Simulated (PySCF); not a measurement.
C₂H₆Te. Atoms are numbered in the order given.

```xyz
9

Te    -0.4505    -0.1605     0.4487
H     -1.5071    -0.0733    -0.8457
C      1.3146    -0.1735    -0.8583
C      1.5013     1.0980    -1.6706
H      1.2250    -1.0667    -1.4913
H      2.1484    -0.3423    -0.1600
H      1.5889     1.9832    -1.0227
H      0.6557     1.2680    -2.3552
H      2.4181     1.0297    -2.2829
```
Charge 0, spin multiplicity 1.

The structure is a stationary point at B3LYP-D3(BJ)/def2-SVP. The def2 effective core potentials stand for the cores of Te; spin–orbit coupling is left out.

The numbers are results of TDDFT-M06-2X/def2-SVPD (PySCF 2.14.0), not measurements.

Vertical excitations. 

| state | energy (eV) | λ (nm) | f | main pairs |
|---|---|---|---|---|
| S1 | 3.76 | 329 | 0.001 | HOMO→LUMO 87 % |
| S2 | 4.91 | 253 | 0.020 | HOMO→LUMO+1 89 % |
| S3 | 5.94 | 209 | 0.003 | HOMO→LUMO+2 90 % |
| S4 | 6.14 | 202 | 0.068 | HOMO→LUMO+4 44 %, HOMO→LUMO+3 35 %, HOMO→LUMO+2 8 %, HOMO→LUMO 7 % |
| S5 | 6.35 | 195 | 0.058 | HOMO→LUMO+3 43 %, HOMO−1→LUMO 26 %, HOMO→LUMO+4 24 % |
| S6 | 6.53 | 190 | 0.056 | HOMO−1→LUMO 49 %, HOMO→LUMO+3 17 %, HOMO→LUMO+4 11 %, HOMO−1→LUMO+1 9 % |
| S7 | 6.62 | 187 | 0.111 | HOMO→LUMO+5 86 % |
| S8 | 7.27 | 171 | 0.035 | HOMO→LUMO+6 38 %, HOMO−1→LUMO+1 24 %, HOMO→LUMO+9 10 %, HOMO→LUMO+7 8 % |
| S9 | 7.29 | 170 | 0.054 | HOMO→LUMO+7 42 %, HOMO→LUMO+6 20 %, HOMO−2→LUMO 15 %, HOMO→LUMO+9 7 % |
| S10 | 7.37 | 168 | 0.195 | HOMO−1→LUMO+1 43 %, HOMO→LUMO+7 16 %, HOMO→LUMO+9 12 %, HOMO−1→LUMO 12 % |
| T1 | 3.37 | 368 | 0 | HOMO→LUMO 83 % |
| T2 | 4.44 | 279 | 0 | HOMO→LUMO+1 76 %, HOMO→LUMO+5 19 % |
| T3 | 5.12 | 242 | 0 | HOMO−1→LUMO 77 % |
| T4 | 5.96 | 208 | 0 | HOMO→LUMO+4 40 %, HOMO→LUMO+3 17 %, HOMO→LUMO+5 15 %, HOMO→LUMO+2 9 % |
Triplets are in the Tamm–Dancoff approximation, which puts them higher than full response would, so one can lie above its singlet here.
